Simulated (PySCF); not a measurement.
**MoOBr + H₂O → HMoO₂ + HBr**

Level: PBE0 in the def2-TZVP basis family, computed in PySCF with density fitting; scalar-relativistic core potentials for atoms from Rb on, none lighter, no spin–orbit coupling; open shells unrestricted.

```tsv
species	state and structure	E (Eh)	ZPE (kJ/mol)	H(298 K) − H(0) (kJ/mol)	S° (J/(mol K))
MoOBr	quartet, Cs, Mo–Br 2.430 Å, Mo–O 1.664 Å; Br–Mo–O 136.2°	-2717.27609	8.7	12.9	313.3
H₂O	singlet, C2v, O–H 0.960 Å (×2); H–O–H 105.1°	-76.37736	56.5	9.9	188.7
HMoO₂	doublet, Cs, Mo–H 1.715 Å, Mo–O 1.673 Å (×2); H–Mo–O 107.2° (×2), O–Mo–O 111.4°	-219.17259	32.8	12.0	283.2
HBr	singlet, C∞v, H–Br 1.421 Å	-2574.45811	16.0	8.7	198.5
```

What is the electronic reaction energy?

At PBE0/def2-TZVP, ΔE = 59.7 kJ/mol from the differences of the total energies times 2625.5, uphill. Hydrolysis steps of this kind drive oxide growth by atomic layer deposition.

Add zero-point, thermal and entropy terms for 298.15 K and 1 bar.

ΔZPE = -16.4 and Δ[H(298) − H(0)] = -2.1 kJ/mol give ΔH° = 41.2 kJ/mol. ΔS° = -20.3 J/(mol K), so ΔG° = 41.2 − 298.15 × (-0.0203) = 47 kJ/mol and log₁₀K = -8.3.

Open d or f shells are single determinants, so the state found may not be the ground state. Each species is the lowest minimum found with this bonding; other isomers or fragments can lie lower.
